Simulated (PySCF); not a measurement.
TaF5 (singlet state).
SMILES: `[F][Ta]([F])([F])([F])[F]`

A linear-response calculation (PySCF, def2-SVPD basis, gas phase, vertical, core orbitals frozen in the response) gave these numbers; the functional is withheld.

Orbital energies (eV): HOMO-3 -14.29, HOMO-2 -14.14, HOMO-1 -14.01, HOMO -13.98, LUMO -1.72, LUMO+1 -1.71, LUMO+2 -0.64.

```csv
state,E (eV),f,"main configurations (H = HOMO, L = LUMO)"
S1,7.91,0.0001,"H→L (64%), H-1→L+1 (35%)"
S2,7.98,0.0017,H-2→L (92%)
S3,7.99,0.0015,H-2→L+1 (91%)
S4,8.04,0.0081,"H→L+1 (46%), H-1→L (44%)"
S5,8.04,0.0085,"H-1→L+1 (57%), H→L (32%), H-2→L+1 (8%)"
S6,8.08,0.0000,"H-4→L (55%), H-3→L+1 (43%)"
```

Triplets, Tamm–Dancoff:

```csv
state,E (eV),λ (nm),"main configurations (H = HOMO, L = LUMO)"
T1,7.43,166.8,"H→L+1 (50%), H-1→L (48%)"
T2,7.63,162.6,"H→L (45%), H-1→L+1 (36%)"
T3,7.63,162.6,"H-1→L (41%), H→L+1 (39%)"
```

Vertical ionisation energy by ΔSCF with the same functional: 15.21 eV. Mean static polarisability: 39.6 au.

Orbitals of the list HOMO-3 to LUMO+2 that lie within 0.01 eV of each other are written together with a slash and their weights summed (≥ marks a lower bound); for degenerate orbitals outside that list single weights are arbitrary.

Question: Name the functional.
A. B3LYP
B. CAM-B3LYP
C. PBE
D. HF

Answer: B. CAM-B3LYP is range-separated, 19% exact exchange at short range and 65% at long range (ω = 0.33 bohr⁻¹). In this run −ε(HOMO) = 13.98 eV differs from the ΔSCF value by -1.22 eV, and S1 differs from the orbital gap of 12.26 eV by -4.35 eV. The ratio −ε(HOMO)/IP is 0.92. Small neutral molecules mostly give 0.85 to 0.93 with CAM-B3LYP, 0.5 to 0.7 with PBE, 0.67 to 0.83 with B3LYP; with Hartree–Fock the ratio is 1 or more (Koopmans' value less the relaxation energy is the ΔSCF value). The other options: PBE, a GGA without exact exchange; HF, time-dependent Hartree–Fock, 100% exact exchange; B3LYP, a global hybrid with 20% exact exchange.

Method used: TDDFT CAM-B3LYP/def2-SVPD, vertical, gas phase, core orbitals frozen in the response, def2 core potentials past Kr (PySCF 2.14.0, density-fitted response routines). Isolated species at its PBE0-D3(BJ)/def2-SVP geometry, gas phase. Spin–orbit coupling is left out.
